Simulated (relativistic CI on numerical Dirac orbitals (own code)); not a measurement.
# Crystal-field levels of Ti3+, 3d

Calculated by Dirac-Coulomb-Breit CI, KLI orbitals optimised for each configuration, model QED (radiative potential, 1s self-energy scaled to tabulated hydrogen-like ionisation energies), one configuration in a parametric crystal field, unscaled Slater integrals (own radial code).

Field parameters in Wybourne normalisation: Oh B⁴₀ = 21Dq, B⁴₄ = √(5/14) B⁴₀. The field is a parameter set, without covalency.

S and J are read from ⟨S²⟩ = S(S + 1) and ⟨J²⟩ = J(J + 1) of each level; they are not fictitious spins.

Oh, 10Dq = 4100 cm⁻¹, the lowest 3 levels:

```json
{"E (cm⁻¹)": "0.0", "Degeneracy": "4", "Irrep": "Γ8", "S": "0.50", "J": "1.91"}
{"E (cm⁻¹)": "216", "Degeneracy": "2", "Irrep": "Γ7", "S": "0.50", "J": "2.50"}
{"E (cm⁻¹)": "4183", "Degeneracy": "4", "Irrep": "Γ8", "S": "0.50", "J": "2.18"}
```

Oh, 10Dq = 7400 cm⁻¹, the lowest 3 levels:

```json
{"E (cm⁻¹)": "0.0", "Degeneracy": "4", "Irrep": "Γ8", "S": "0.50", "J": "1.93"}
{"E (cm⁻¹)": "213", "Degeneracy": "2", "Irrep": "Γ7", "S": "0.50", "J": "2.50"}
{"E (cm⁻¹)": "7477", "Degeneracy": "4", "Irrep": "Γ8", "S": "0.50", "J": "2.17"}
```

The free-ion ground term has S = 1/2. Every field shown keeps that spin.

Levels of this model without a field, named by their leading LS term: ²D3/2 0, ²D5/2 348 cm⁻¹.
